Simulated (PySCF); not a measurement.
## Kr+ (krypton, charge +1): r2SCAN calculation

Configuration: [Ar] 3d10 4s2 4p4 4d1, one real determinant (an excited configuration). All numbers are calculated (PySCF 2.14, the spin-free X2C one-electron Hamiltonian (Gaussian nucleus), in aug-cc-pVDZ-DK (6s5p3d, 36 functions)).

| Item | Value |
| --- | --- |
| Total energy | -2788.765 hartree |
| One-electron energy | -3855.895 hartree |
| Hartree (Coulomb) energy | 1164.037 hartree |
| Exchange-correlation energy | -96.908 hartree |
| ⟨S²⟩ | 3.7538 |
| ⟨L²⟩ | 8.011 |
| Sum of ⟨r⟩ | 23.94 bohr |
| Sum of ⟨r²⟩ | 33.58 bohr² |
| Traceless quadrupole moment −½Σ⟨3z² − r²⟩ along its main axis | 0.377 e·bohr² |
| Langevin diamagnetic susceptibility | -26.6 ×10⁻⁶ cm³/mol |

```csv
shell,electrons,mean orbital energy (eV),spread (eV),"rms radius, mean of both spins (bohr)"
1s α,1,-14192.7,0,0.0478
1s β,1,-14192.5,0,0.0478
2s α,1,-1893.4,0,0.199
2s β,1,-1893.3,0,0.199
2p α,3,-1674.2,0.243,0.177
2p β,3,-1674.0,0.041,0.177
3s α,1,-285.73,0,0.567
3s β,1,-285.49,0,0.567
3p α,3,-215.02,0.644,0.583
3p β,3,-214.73,0.412,0.583
3d α,5,-98.268,0.655,0.615
3d β,5,-97.880,0.387,0.615
4s α,1,-38.150,0,1.63
4s β,1,-34.734,0,1.63
4p α,3,-22.815,1.525,1.92
4p β,1,-20.690,0,1.92
4d α,1,-4.271,0,2.59
```

⟨L²⟩ = 8.01 against 12 for a pure F term, so this real determinant mixes terms. The outer electron is Rydberg-like, and this basis confines it to a smaller radius and binds it less than a complete one would.

Densities and radii are taken from the X2C orbitals without a picture-change correction, which distorts them close to the nucleus.
